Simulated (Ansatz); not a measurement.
Consider the atomization: `O=C=[N][In]([Cl])[Cl]` → C• + 2 Cl• + In• + N• + O•.

Program: Ansatz. Geometries: PBE0-D4/def2-TZVP. ΔE: electronic, gas phase. CBS: MP2 limit from def2 TZ/QZ plus the TZ coupled-cluster correction, frozen cores. This one scheme is used for every species, atoms too. No spin–orbit coupling; open shells (•) take unrestricted orbitals. Spin–orbit coupling would lower the free atoms: a little for C, Cl, O; strongly for In. def2 core potentials past Kr. For In outer-core shells are correlated without core-valence functions, so the limit isn't a true one: a few kJ/mol of doubt a bond, and 10 to 20 or more in all where bonds break to atoms. One conformer a species, not always the lowest.

```csv
species,CCSD(T)/CBS(def2) energy (Eh)
`O=C=[N][In]([Cl])[Cl]`,-1277.41850
C•,-37.79194
Cl•,-459.70966
In•,-189.78701
N•,-54.53257
O•,-75.00631
```

Problem. Work out ΔE.

Solution. ΔE = 2 × (-459.70966) + (-37.79194) + (-189.78701) + (-54.53257) + (-75.00631) − (-1277.41850) = 0.88135 Eh = +2314.0 kJ/mol.

Largest T1 diagnostic among the species: 0.015.

In def2-TZVPP, CCSD(T) changes the Hartree–Fock value by +742.7 kJ/mol (the triples alone add +79.7 kJ/mol) and MP2 by +880.7 kJ/mol; breaking electron pairs costs correlation energy, which Hartree–Fock lacks. From BLYP to BHLYP (50 % exact exchange), in def2-TZVPP and without D4, ΔE moves by −161.3 kJ/mol: exact exchange takes away binding that semilocal exchange gives to molecules. Leaving LDA and LC-ωPBE aside and taking each functional with its dispersion term where it has one, the values, not all of them listed here, spread over 288.1 kJ/mol, from BHLYP-D4 to PBE-D4. LDA lies +359.7 kJ/mol from PBE without D4, its usual overbinding.

For atomizations the MP2-based limit and the directly extrapolated one differ by several kJ/mol either way, and by 10 to 25 for some Ge, Se and Sn compounds, so smaller differences from it don't rank the levels.
